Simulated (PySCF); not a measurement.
Atoms are numbered as in `[NH2:1][C:2](=[O:3])[C:4]1=[CH:5][C@@H:6]([F:7])[CH2:8][O:9][CH2:10]1`. Hydrogens are named by the atom that carries them. Ha(C8), Ha(C10) are cis to F7 on the ring; Ha(N1) is cis to the C=O or C=S heteroatom; Hb(C8), Hb(C10) are trans to F7 on the ring; Hb(N1) is trans to the C=O or C=S heteroatom.

[PySCF 2.14: coordinates at the GFN2-xTB level; NMR shieldings at PBE0/pcSseg-1/GIAO; isolated molecule; non-relativistic Hamiltonian; single conformer]

Shifts are taken against calculated references (same method and geometry level): 13C (σ = 186.93 ppm) and 1H (σ = 31.72 ppm) vs TMS; 15N (σ = 267.73 ppm) against NH3; H2O for 17O (σ = 336.08 ppm); CFCl3 for 19F (σ = 170.95 ppm).

| atoms | nucleus | count | δ (ppm) |
| --- | --- | --- | --- |
| Hb(N1) | 1H | 1 | 5.33 |
| H(C6) | 1H | 1 | ? |
| C8 | 13C | 1 | ? |
| C10 | 13C | 1 | ? |
| Ha(N1) | 1H | 1 | 4.55 |
| Ha(C10) | 1H | 1 | ? |
| Hb(C8) | 1H | 1 | 3.62 |
| H(C5) | 1H | 1 | 6.52 |
| O9 | 17O | 1 | 16.8 |
| C4 | 13C | 1 | 151.8 |
| F7 | 19F | 1 | ? |
| C5 | 13C | 1 | 129.0 |
| C6 | 13C | 1 | 84.2 |
| N1 | 15N | 1 | 113.5 |
| C2 | 13C | 1 | ? |
| O3 | 17O | 1 | 410.6 |
| Hb(C10) | 1H | 1 | 4.46 |
| Ha(C8) | 1H | 1 | 4.58 |

Task: Complete the table.

Result: 
- C2: 169.9 ppm, amide carbonyl carbon; lone-pair donation from the attached heteroatom keeps it upfield of a ketone carbonyl
- C8: 72.6 ppm, sp3 CH2 bonded to O; pulled downfield by the heteroatom
- C10: 68.8 ppm, allylic sp3 CH2 bonded to O; pulled downfield by the heteroatom
- H(C6): 4.80 ppm, hydrogen on an allylic sp3 CH bonded to F; its carbon carries F, which withdraws density
- Ha(C10): 4.47 ppm, hydrogen on an allylic sp3 CH2 bonded to O; its carbon carries O, which withdraws density
- F7: -194.5 ppm, fluorine on an sp3 carbon

OH/NH shifts are gas-phase values; hydrogen bonding in solution moves them, usually downfield. Rotation about the amide-type C–N bond is slow at room temperature, so the two groups on nitrogen are listed apart. Shifts are as computed. Against solution values, carbons near 30 ppm lie about +3 ppm off and those near 130 ppm about +5 ppm. Of 1211 compounds with measured shifts, 218 miss one by over three times the rms of a fit or turn the order of signals round; such compounds aren't used in these exercises. Hydrogen bonding in solution shields acid and N–H amide carbonyl oxygens by tens of ppm. The C=O carbon of an acid or of an amide with N–H lies up to 10 ppm further downfield in solution, through hydrogen bonding that the calculation lacks. Unscaled 19F shifts against computed CFCl3 carry errors that often reach 10 to 50 ppm. Unscaled 17O shifts of doubly bonded oxygen tend to come out too high, by tens of ppm or more. Experimental scales use liquid or dissolved standards, which lie at an offset from isolated NH3 (liquid NH3: subtract about 20 ppm) and H2O (liquid H2O: subtract about 36 ppm).
